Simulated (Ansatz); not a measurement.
A run for Ansatz (a program for electronic structure): U-CCSD(T)/def2-TZVPP on H2OPb (SMILES [OH][PbH]), a point of a bond scan (R = 1.691 Å). Elements past Kr take the def2 small-core potentials; no spin–orbit coupling. The run froze 10 orbitals, filled d shells among them.

Ansatz 0.2 input:
```yaml
crystal:
  periodic: [false, false, false]
  atoms:
    - {symbol: Pb, position_ang: [-0.12011852, -0.10155163, 0.14050756]}
    - {symbol: H, position_ang: [-1.34977626, 0.00906005, -1.01482195]}
    - {symbol: O, position_ang: [1.29889476, 0.89352213, -1.05799410]}
    - {symbol: H, position_ang: [0.94496580, 1.15770660, -1.91447494]}
basis:
  gaussian:
    orbitals: def2-TZVPP
correlation: {method: ccsd_t, electrons: outside_noble_gas}
scf: {omitted_lower_state_checks: [cluster_reference]}
magnetization: {spin_polarized: true, initial_magnetization: 0}
```

The head of its log:

```
WARN ansatz: RAYON_NUM_THREADS=1 ignored (pool sized by the plan → 1); use --threads N
Functional definition: HF
these checks for a lower state are left out or cut short: cluster_reference
integrals: 0.22 GiB planned
840 factors; integrals over basis functions are off by at most 1.3e-3 eV
mean field: 0.30 GiB planned
mean field evaluation 1: about -7285.8760 eV, gradient 3.0e1 eV
mean field evaluation 2: about -7285.8763 eV, gradient 3.0e1 eV
mean field evaluation 4: about -7289.3138 eV, gradient 1.7e0 eV
mean field evaluation 8: about -7289.3449 eV, gradient 9.4e-4 eV
mean field evaluation 16: about -7288.1167 eV, gradient 6.3e0 eV
mean field -7289.34488214 eV, -267.8784835233 hartree, gradient 2.4e-6 eV, S^2 0.000000; 3 other end points of the search recorded, 0 dependent functions left out
10 core orbitals not correlated, not the lowest: weight in the atoms' cores, before any rotation towards them, 0.916 or more for the frozen orbitals, at most 0.082 for the correlated occupied ones
reference -7289.34488214 eV, -267.8784835233 hartree; 6, 6 occupied and 93, 93 virtual orbitals, 840 factors
```

Q: Predict the final total energy.

A: -268.2377 hartree (reference determinant -267.8785, T1 diagnostic 0.020).
